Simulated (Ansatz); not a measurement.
`[CH3][SbH][SiH3]` → `[CH2]` (triplet) + `[SiH3][SbH2]` at 400 K and 1 bar (formal loss of a carbene).

Computed with Ansatz on PBE0-D4/def2-TZVP structures; ΔE is electronic, products minus reactants. CCSD(T)/CBS is the MP2 limit (def2-TZVPP, def2-QZVPP) plus CCSD(T) − MP2 in def2-TZVPP, frozen cores. This one scheme is used for every species. Triplets are unrestricted, without spin–orbit coupling. Elements past krypton have def2 core potentials. For Sb outer-core shells are correlated without core-valence functions, which leaves a few kJ/mol of doubt a bond.

```csv
species,CCSD(T)/CBS energy (Eh),H − E (kJ/mol),S (J/(mol·K))
`[CH3][SbH][SiH3]`,-571.34920,209.8,381.1
`[CH2]` (triplet),-39.09499,59.0,205.7
`[SiH3][SbH2]`,-532.08095,123.9,330.9
```

H − E and S are ideal-gas, rigid-rotor, harmonic terms from PBE0-D4/def2-TZVP, for one conformer and one mirror image of each species, with the whole ground term of open shells counted as degenerate. 1 Eh = 2625.50 kJ/mol, R = 8.31446 J/(mol·K).

Problem. By hand: ΔE, ΔH, ΔS and ΔG.

Solution. ΔE = (-39.09499) + (-532.08095) − (-571.34920) = 0.17326 Eh = 454.9 kJ/mol. Δ(H − E) = 59.0 + 123.9 − 209.8 = -26.9, so ΔH = 428.0 kJ/mol. ΔS = 205.7 + 330.9 − 381.1 = 155.5 J/(mol·K). ΔG = 428.0 − 400 × (155.5)/1000 = 365.8 kJ/mol.

Problem. By hand: the equilibrium constant, and the temperature at which ΔG would vanish if ΔH and ΔS stayed fixed.

Solution. log₁₀ K = −ΔG/(RT ln 10) = -47.8. ΔG = 0 at ΔH/ΔS = 2752 K, far beyond where these terms or the molecules hold.

The number of gas molecules changes by +1, which sets the sign of ΔS. A doubt of 5 kJ/mol in ΔE shifts log₁₀ K by 0.7 here. Other conformers and mirror images would add mixing entropy, several J/(mol·K) or more a flexible species. A triplet takes part, so the spin changes. These are equilibria of isolated gas molecules and say nothing of rates. Largest T1 diagnostic: 0.014 (customary marks: 0.02 for closed shells, 0.045 for open ones).
